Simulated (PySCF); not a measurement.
**Magnetic susceptibility: `[CH3][Ge@@H]([Cl])[SiH2][GeH3]`, CH9ClGe2Si**

Molfile (atoms numbered from 1):
```
CH9ClGe2Si
     RDKit          3D

 14 13  0  0  0  0  0  0  0  0999 V2000
   -1.9816    1.1727    0.6385 C   0  0  0  0  0  0  0  0  0  0  0  0
   -1.3611   -0.6452    0.3248 Ge  0  0  1  0  0  4  0  0  0  0  0  0
   -1.1660   -0.8654   -1.8461 Cl  0  0  0  0  0  0  0  0  0  0  0  0
    0.8591   -1.0388    1.0951 Si  0  0  0  0  0  4  0  0  0  0  0  0
    2.3066    0.1774   -0.3566 Ge  0  0  0  0  0  4  0  0  0  0  0  0
   -2.1351    1.3377    1.7155 H   0  0  0  0  0  0  0  0  0  0  0  0
   -2.9311    1.3402    0.1105 H   0  0  0  0  0  0  0  0  0  0  0  0
   -1.2365    1.8907    0.2681 H   0  0  0  0  0  0  0  0  0  0  0  0
   -2.4144   -1.6843    0.7573 H   0  0  0  0  0  0  0  0  0  0  0  0
    0.9990   -0.5598    2.5076 H   0  0  0  0  0  0  0  0  0  0  0  0
    1.1652   -2.5016    1.0528 H   0  0  0  0  0  0  0  0  0  0  0  0
    2.4127   -0.5268   -1.7173 H   0  0  0  0  0  0  0  0  0  0  0  0
    1.7403    1.5948   -0.5650 H   0  0  0  0  0  0  0  0  0  0  0  0
    3.7138    0.3019    0.2584 H   0  0  0  0  0  0  0  0  0  0  0  0
  1  2  1  0
  2  3  1  0
  2  4  1  0
  4  5  1  0
  1  6  1  0
  1  7  1  0
  1  8  1  0
  2  9  1  1
  4 10  1  0
  4 11  1  0
  5 12  1  0
  5 13  1  0
  5 14  1  0
M  END
```

The calculation used GIAO HSE06/pcSseg-1 magnetisability, rotational g tensor and spin-rotation constants, non-relativistic, gas phase in PySCF 2.14.0. Geometry: PBE0-D3(BJ)/def2-SVP.

The calculation is non-relativistic, which matters for the atoms heavier than Zn.

What are the magnetisability and the molar susceptibility?

Isotropic -1896 × 10⁻³⁰ J/T², or -114.2 × 10⁻⁶ cm³/mol; principal values -1958, -1881, -1849 × 10⁻³⁰ J/T², anisotropy 97 × 10⁻³⁰ J/T² (root of half the summed squared differences of the principal values). The susceptibility is in cgs units.

Split it along the inertial axes a, b, c into diamagnetic and paramagnetic parts about the centre of mass, with the quadrupole moment.


```
axis  χ (10⁻⁶ cm³/mol)  diamagnetic (10⁻⁶ cm³/mol)  paramagnetic (10⁻⁶ cm³/mol)  summed x² of all electrons (Å²)  quadrupole Θ (D Å)
   a            -111.8                      -780.9                        669.1                            348.9               +1.71
   b            -117.7                     -1777.2                       1659.5                            114.0               -3.26
   c            -113.0                     -1963.9                       1850.9                             70.0               +1.55
```
Anisotropies 2χaa − χbb − χcc = +7.2 and 2χbb − χaa − χcc = -10.7 × 10⁻⁶ cm³/mol. Θ is traceless in Buckingham's convention.

And the rotational g tensor?


```csv
axis,rotational constant (GHz),g,nuclear part,electronic part
a,1.8427,-0.0159,0.5633,-0.5792
b,0.6427,-0.0029,0.4982,-0.5011
c,0.5708,-0.0046,0.4917,-0.4963
```
Asymmetric top; isotopes 12C, 35Cl, 74Ge, 1H, 28Si; no vibrational averaging.
